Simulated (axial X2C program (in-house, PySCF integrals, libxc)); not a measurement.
Bond lengths and stretching modes, held linear, of NTeO⁺

Calculated with an in-house all-electron X2C program for linear molecules (integrals from PySCF): two-component X2C with atomic mean-field Coulomb and Gaunt terms, Gaussian nuclei, basis N dyall-av3z, Te dyall-v3z, O dyall-av3z with contracted cores. Spin-free rows use the one-electron spin-free X2C Hamiltonian.

Masses N 14.003, Te 129.906, O 15.995 u. States: 2c Ω = 0 (all partner blocks equally filled); spin-free M_S = 0, Λ = 0 (closed shell).

TPSSh, 2c: energies above the lowest point

```csv
r(N–Te) (Å),r(Te–O) (Å),E (meV)
1.7423,1.7326,140.24
1.7423,1.7770,71.55
1.7423,1.8214,85.51
1.7870,1.7326,68.65
1.7870,1.7770,0.00
1.7870,1.8214,14.20
1.7870,1.8659,92.06
1.8317,1.7326,80.70
1.8317,1.7770,12.30
1.8317,1.8214,26.97
1.8763,1.7770,89.43
1.8763,1.8659,184.13
```

**Question.** Fit a quadratic surface with cubic terms in each bond: where is the minimum, and what are the two stretching wavenumbers?

**Answer.** At TPSSh, 2c: bonds 1.802 and 1.790 Å; harmonic stretches 838.6 and 939.1 cm⁻¹; force constants 6.24, 6.28 and coupling 0.04 mdyn/Å.

The other levels and Hamiltonians give:

```csv
Hamiltonian,level,r(N–Te) (Å),r(Te–O) (Å),lower stretch (cm⁻¹),upper stretch (cm⁻¹)
2c,PBE0,1.786,1.776,863.9,965.7
spin-free,PBE0,1.785,1.774,867.7,969.4
spin-free,TPSSh,1.800,1.789,841.3,941.8
```

Each state is one determinant, the lowest of a limited PBE0 search; the stretches come from a fit to these few points and carry an uncertainty of a few per cent. Other orders of the atoms were not compared. Left out for rough or failed fits: HF 2c, MP2 2c, HF spin-free, MP2 spin-free. The molecule was held linear; bending was not examined, so a bent shape may lie lower.
